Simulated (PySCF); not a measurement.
Polarisability and C₆ of Te²⁺ (tellurium, charge +2)

[Kr] 4d10 5s2 5p2, high-spin 3P determinant. Computed with PySCF 2.14 in aug-cc-pVTZ-DK3 (8s7p5d2f, 68 functions), with scalar relativity by spin-free X2C-1e. Coupled (time-dependent) response in atomic units; α is the mean over directions.

```csv
method,mean α (bohr³),"α xx, yy, zz",C₆ (like pair),S(−4)
UHF,15.49,"15.51, 15.48, 15.48",100.1,57.93
PBE,14.92,"14.62, 15.07, 15.07",95.25,52.74
PBE0,14.95,"14.77, 15.04, 15.04",95.62,52.73
PW91,14.87,"14.56, 15.03, 15.03",94.79,52.48
BP86,14.83,"14.52, 14.98, 14.98",94.44,51.98
```

S(−4) is the Cauchy moment in α(ω) = α(0) + S(−4) ω² + …

Spin-orbit coupling is absent.

α(iu) at PW91:

```tsv
u (hartree)	α(iu) (bohr³)
0	14.87
0.0500	14.74
0.100	14.37
0.200	13.05
0.300	11.37
0.500	8.170
0.750	5.448
1.00	3.842
1.50	2.230
2.00	1.481
3.00	0.8041
5.00	0.3454
```

A single London oscillator, α(iu) = α/(1 + u²/ω²), gives C₆ = (3/4) ω α². Matching the computed C₆ needs ω = 4 × 94.79 / (3 × 14.87²) = 0.572 hartree.

For an ion, C₆ is the dispersion term alone; charge-induced terms of lower order in 1/R come first.

The components differ because the open shell of this determinant is not spherical; for a pure term their mean is the scalar polarisability.
